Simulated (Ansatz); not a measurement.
Z-matrix (Å, degrees):
```
C
O 1 1.397
H 1 1.095 2 110.0
H 1 1.095 2 110.0 3 118.9
H 1 1.097 2 112.7 3 -120.6
Al 2 1.673 1 135.4 3 119.4
S 6 2.183 2 118.3 1 0.2
O 6 1.685 2 117.7 1 -179.8
H 7 1.344 6 93.7 2 179.9
H 8 0.954 6 124.7 2 180.0
```

Charge 0, multiplicity 1.

Task: List the ωB97M-V/def2-TZVPP orbital energies in eV (Ansatz 0.2.0). (Estimate.)

Result: Computed: Occupied: -2426.63, -1532.31, -525.79, -525.65, -282.62, -220.64, -163.75, -163.65, -163.59, -116.92, -76.56, -76.45, -76.39, -30.56, -30.13, -22.85, -21.58, -16.98, -15.76, -15.03, -14.87, -13.75, -12.99, -12.10, -11.34, -10.70, -10.65, -9.92. Lowest empty: 1.14, 1.95, 2.27, 2.57, 3.58, 3.82, 4.95, 5.07.
